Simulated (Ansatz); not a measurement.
## BH2Br− (SMILES [BH2-]Br): methods side by side

The species is BH2Br− (4 atoms), meant as a doublet with charge -1. As SMILES, `[BH2-]Br`. The shape is that of a GFN2-xTB optimisation.

```xyz
4

B    -0.3806    0.1488    0.0018
Br    1.5401    0.5809    0.6615
H    -0.7702   -0.8617    0.5475
H    -0.3893    0.1320   -1.2108
```

Each level gives the energy change with the B1–H3 bond stretched from 1.213 to 2.426 Å (eV). The values are calculated.

| level | kind | program | value (eV) | less FCI/STO-3G | CPU time (all runs) |
| --- | --- | --- | --- | --- | --- |
| UHF/STO-3G | Hartree–Fock | Ansatz | 4.87 | +0.19 | 0.51 s |
| UBLYP/STO-3G | GGA | Ansatz | 4.23 | -0.45 | 4.1 s |
| U-r2SCAN/STO-3G | meta-GGA | Ansatz | 4.69 | +0.01 | 11 s |
| UB3LYP/STO-3G | global hybrid | Ansatz | 4.67 | -0.01 | 4.2 s |
| U-wB97M-V/STO-3G | range-separated hybrid | Ansatz | 5.02 | +0.34 | 38 s |
| UB2PLYP/STO-3G | double hybrid | Ansatz | 4.99 | +0.31 | 5.6 s |
| RPA@PBE/STO-3G | RPA | Ansatz | 4.41 | -0.27 | 5.3 s |
| UMP2/STO-3G | perturbation theory | Ansatz | 5.13 | +0.45 | 0.72 s |
| UCCSD/STO-3G | coupled cluster or CI | Ansatz | 4.73 | +0.05 | 1.2 s |
| FCI/STO-3G | exact in the basis | Ansatz | 4.68 | 0.00 | 6.6 s |

FCI/STO-3G is exact within its basis and frozen core, so for wave-function methods in that basis the difference is their error; functionals converge differently with the basis, so for them it is only a difference. All-electron rows without a relativistic Hamiltonian named are non-relativistic. Sets without diffuse functions describe the anion poorly. The first shape isn't each level's own minimum. The values span 4.23 to 5.13 eV. Spin contamination of the reference (⟨S²⟩ at least 0.1 too high) touches UHF/STO-3G, U-r2SCAN/STO-3G, UB3LYP/STO-3G, U-wB97M-V/STO-3G, UB2PLYP/STO-3G, UMP2/STO-3G, UCCSD/STO-3G. All rows use very small basis sets, so none should be taken for the real molecule's value. In the correlated wave-function rows the outer d shell of Br is correlated, in sets not made for it. Times are those of the runs behind each value, whatever else they computed, on shared processors of several kinds: orders of magnitude only.
